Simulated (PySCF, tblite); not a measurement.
Give a GFN2-xTB geometry of `N#C[C@@]12CCC[C@]1(C#N)O2`.

```
atom  x, y, z in Å
N1     0.4403    2.6212   -2.2416
C2     0.1650    1.8771   -1.4185
C3    -0.1984    0.9199   -0.4234
C4    -1.1819   -0.1819   -0.7854
C5    -1.0529   -1.1724    0.3811
C6     0.4043   -1.0719    0.8565
C7     0.7683    0.3777    0.5763
C8     2.1397    0.7728    0.6233
N9     3.2462    1.0579    0.6586
O10   -0.2140    1.3173    0.9215
H11   -0.8747   -0.6285   -1.7333
H12   -2.1956    0.2037   -0.8898
H13   -1.7166   -0.8639    1.1890
H14   -1.3147   -2.1857    0.0847
H15    1.0661   -1.7187    0.2767
H16    0.5113   -1.3157    1.9129
```

Any rigid rotation of these coordinates is as good. Atoms count from 1 in this order. O10 (epoxide oxygen) is bent (angle 64.3°). The C–C distances run from 1.428 Å (C2–C3, drawn single) to 1.536 Å (C5–C6, drawn single), a spread of 0.108 Å. The 5-membered ring C3–C4–C5–C6–C7 has internal angles of 103.4° to 108.4°; it is puckered, 0.14 Å rms from its mean plane, widest ring torsion 31°. The 3-membered ring C3–C7–O10 has internal angles of 57.9° to 64.3°.

Bonds between heavy atoms (Å): N1≡C2 1.143, C2–C3 1.428, C3–C4 1.521, C4–C5 1.536, C5–C6 1.536, C6–C7 1.521, C7–C8 1.428, C8≡N9 1.143, C7–O10 1.402, C3–C7 1.493, C3–O10 1.402.

Computed geometry: GFN2-xTB, gas phase.

Point group: Cs (every atom within 0.08 Å of its image). Its GFN2-xTB frequencies are all real (lowest 88 cm⁻¹). One conformer, not necessarily the lowest (C2–C3–C4–C5 167°, C3–C4–C5–C6 -31°, C4–C5–C6–C7 31°, C5–C6–C7–C8 -167°).
